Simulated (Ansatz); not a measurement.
## CH4BrSn: structure from calculated spectroscopic constants

These gas-phase data were calculated for one isomer of CH4BrSn at r2SCAN-D4/def2-SVP (harmonic, unscaled wavenumbers; equilibrium rotational constants with average atomic masses):

| Property | Result |
| --- | --- |
| rotational constants | 8.473, 1.423, 1.253 GHz |
| all wavenumbers above 1500 cm⁻¹ | 3263, 3134, 1945, 1932 |
| dipole moment | 2.77 D (PBE0/def2-TZVPD) |

Candidates:

(1) `[CH2][SnH2][Br]`, a doublet
(2) `[CH3][SnH][Br]`, a doublet

Assign the data to one candidate and say why.

Candidate (1). 2 modes lie between 1650 and 2000 cm⁻¹, one for each Sn–H bond, while (2) has 1.

The same quantities for all candidates:

```tsv
	rotational constants (GHz)	wavenumbers above 1500 cm⁻¹	dipole (D)	E above the lowest, r2SCAN-D4/def2-SVP (kcal/mol)
(1)	8.473, 1.423, 1.253	3263, 3134, 1945, 1932	2.77	32.4
(2)	7.914, 1.42, 1.227	3191, 3174, 3048, 1781	3.00	0.0
```

Harmonic stretches to hydrogen usually lie a few per cent above observed fundamentals. Each candidate is one conformer. Open shells are spin-unrestricted. Atoms past krypton carry core potentials. Programs: Ansatz 0.2.0.
